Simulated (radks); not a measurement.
The oxygen ion O3+, 5 electrons, occupied as [He] 2s1.5 2p1 3p0.5 (fractional occupations, a model configuration).

All-electron calculation, non-relativistic Kohn-Sham, r2SCAN, spin-polarised, spherical densities, point nucleus; open shells are filled with parallel spins first; meta-GGA in the generalised Kohn-Sham scheme. Program: a radial shooting solver on a logarithmic mesh with Libxc functionals.

Energy parts (eV):
part                     energy
total                 -1907.695
kinetic                1904.732
electron-nucleus      -4189.978
Hartree                 554.185
exchange-correlation   -176.634

Orbitals (lengths in bohr, moments of r in powers of bohr):
orbital,occ.,eigenvalue (eV),<r^4>
1s up,1,-601.7782,0.007480
1s down,1,-599.5539,0.007294
2s up,1,-88.3304,1.949
2s down,0.5,-81.1945,2.219
2p up,1,-72.9287,1.868
2p down,0,-65.5578,2.149
3s up,0,-27.2616,91.21
3p up,0.5,-23.5345,111.0
3d up,0,-19.6519,100.8

The highest occupied level is 3p up at -23.535 eV. The configuration is held as typed, so some empty levels lie below it. Summed over all electrons, <r^2> = 7.005 bohr^2, which gives a Langevin (diamagnetic) susceptibility term of -5.55 x 10^-6 cm^3/mol. The density falls to 0.001 e/bohr^3 at r = 3.41 bohr. The electron density at the nucleus is 314.6 e/bohr^3.
